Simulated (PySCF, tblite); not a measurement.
C3H14BNSi2.
Cartesian coordinates in Å at the GFN2-xTB level; atoms count from 1:
```
atom  x, y, z in Å
B1     1.9803    0.1640    1.5513
N2     1.5048   -0.1253    0.2898
C3     1.9867   -1.2212   -0.5196
C4     0.4600    0.6614   -0.3509
C5    -0.9029    0.5233    0.3343
Si6   -2.1806    1.6663   -0.4936
Si7   -1.4788   -1.2872    0.4560
H8     1.5627    1.0986    2.1231
H9     2.8073   -0.5185    2.0242
H10    1.1647   -1.8744   -0.8259
H11    2.7055   -1.8063    0.0483
H12    2.4794   -0.8431   -1.4221
H13    0.7612    1.7159   -0.3417
H14    0.3756    0.3537   -1.3977
H15   -0.7766    0.8749    1.3635
H16   -3.4210    1.6562    0.2813
H17   -1.6592    3.0357   -0.5514
H18   -2.4443    1.2154   -1.8633
H19   -1.5896   -1.8551   -0.8941
H20   -2.7940   -1.3187    1.0978
H21   -0.5500   -2.0987    1.2451
```

Jobs on this species (21 atoms, 72 electrons) with PySCF (density fitting) and tblite. Hardware of each: one thread of an Intel Xeon at 2.50 GHz, shared host. Other jobs ran on the host; a repeat could differ by tens of per cent or more.

```tsv
level and settings	work	basis functions	SCF cycles	wall time
GFN2-xTB	L-BFGS relaxation	–	–	?
GFN2-xTB	Hessian by finite differences	–	–	3.0 s
PBE0/pcSseg-1	shieldings, charges and field gradients, density and orbital grids written	203	14	2.2 min
```

Fill in the missing figures.

- GFN2-xTB; L-BFGS relaxation: 5.9 s

What do all jobs in the table cost together?

About 2.3 min; the longest takes about 94 % of that, and about 44 times as long as the shortest.
